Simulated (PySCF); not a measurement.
F2Mg (SMILES [F][Mg][F]), singlet, at a GFN2-xTB geometry (such geometries of metal compounds can be far from the true shape); HF/STO-3G in PySCF.

Input for PySCF:
```python
from pyscf import gto, scf

mol = gto.Mole()
mol.atom = '''
    Mg    0.40305854   -0.05533096   -0.13647722
    F    -0.45725792    1.18552207   -0.93154954
    F    -0.08015346   -1.11174745    1.11351917
'''
mol.basis = 'sto-3g'
mol.verbose = 4
mol.build()

mf = scf.RHF(mol)
mf.conv_tol = 1e-4
mf.kernel()
```

The log (banner, timings and long lists left out):

```
PySCF version 2.14.0

[INPUT] verbose = 4
[INPUT] num. atoms = 3
[INPUT] num. electrons = 30
[INPUT] charge = 0
[INPUT] spin (= nelec alpha-beta = 2S) = 0
[INPUT] symmetry False subgroup None
[INPUT] Mole.unit = angstrom
[INPUT] Symbol           X                Y                Z      unit          X                Y                Z       unit  Magmom
[INPUT]  1 Mg     0.403058540000  -0.055330960000  -0.136477220000 AA    0.761670252767  -0.104560360609  -0.257904568042 Bohr   0.0
[INPUT]  2 F     -0.457257920000   1.185522070000  -0.931549540000 AA   -0.864092237088   2.240312026927  -1.760373502065 Bohr   0.0
[INPUT]  3 F     -0.080153460000  -1.111747450000   1.113519170000 AA   -0.151468087336  -2.100898200184   2.104246265753 Bohr   0.0

nuclear repulsion = 80.814835820647
number of shells = 11
number of NR pGTOs = 57
number of NR cGTOs = 19
basis = sto-3g
ecp = {}

******** <class 'pyscf.scf.hf.RHF'> ********
method = RHF
initial guess = minao
damping factor = 0
level_shift factor = 0
DIIS = <class 'pyscf.scf.diis.CDIIS'>
diis_start_cycle = 1
diis_space = 8
diis_damp = 0
SCF conv_tol = 0.0001
SCF conv_tol_grad = None
SCF max_cycles = 50
direct_scf = True
direct_scf_tol = 1e-13
Set gradient conv threshold to 0.01
Initial guess from minao.
init E= -392.620065592421
  HOMO = -0.687940132012874  LUMO = 0.00650022972614517  gap/eV = 18.89668
cycle= 1 E= -393.109385679581  delta_E= -0.489  |g|= 0.47  |ddm|= 2.21
  HOMO = -0.163749393872626  LUMO = 0.281473894035471  gap/eV = 12.11514
cycle= 2 E= -393.220285607673  delta_E= -0.111  |g|= 0.106  |ddm|= 1.02
  HOMO = -0.275006151743867  LUMO = 0.330091904647426  gap/eV = 16.46556
cycle= 3 E= -393.223759996455  delta_E= -0.00347  |g|= 0.0193  |ddm|= 0.133
  HOMO = -0.281152152278504  LUMO = 0.333255104084682  gap/eV = 16.71887
cycle= 4 E= -393.224034256087  delta_E= -0.000274  |g|= 0.00507  |ddm|= 0.0464
  HOMO = -0.28040224346077  LUMO = 0.333486338218422  gap/eV = 16.70476
cycle= 5 E= -393.224058207258  delta_E= -2.4e-05  |g|= 0.000545  |ddm|= 0.0165
  HOMO = -0.28051148924304  LUMO = 0.333550415718382  gap/eV = 16.70948
Extra cycle  E= -393.22405847327  delta_E= -2.66e-07  |g|= 0.000217  |ddm|= 0.00133
converged SCF energy = -393.22405847327
```
